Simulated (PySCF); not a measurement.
**Dipole response of Sc (scandium, neutral)**

[Ar] 3d2 4s1, high-spin 4F determinant (an excited configuration). All numbers are calculated (PySCF 2.14, the spin-free X2C one-electron Hamiltonian (Gaussian nucleus), in aug-cc-pVTZ-DK (8s7p5d3f2g, 93 functions)). Coupled (time-dependent) response in atomic units; α is the mean over directions.

| method | mean α (bohr³) | α xx, yy, zz | C₆ (like pair) | S(−4) |
| --- | --- | --- | --- | --- |
| BLYP | 171.6 | 171.6, 171.6, 171.6 | 1585 | 114000 |
| r2SCANh | 171.9 | 171.3, 171.3, 173.1 | 1784 | 65140 |

S(−4) is the Cauchy moment in α(ω) = α(0) + S(−4) ω² + …

α(iu) at BLYP:

```tsv
u (hartree)	α(iu) (bohr³)
0	171.6
0.0500	103.0
0.100	66.28
0.200	32.08
0.300	19.16
0.500	9.848
0.750	5.860
1.00	4.049
1.50	2.348
2.00	1.545
3.00	0.8114
5.00	0.3332
```

The components differ because the open shell of this determinant is not spherical; for a pure term their mean is the scalar polarisability.
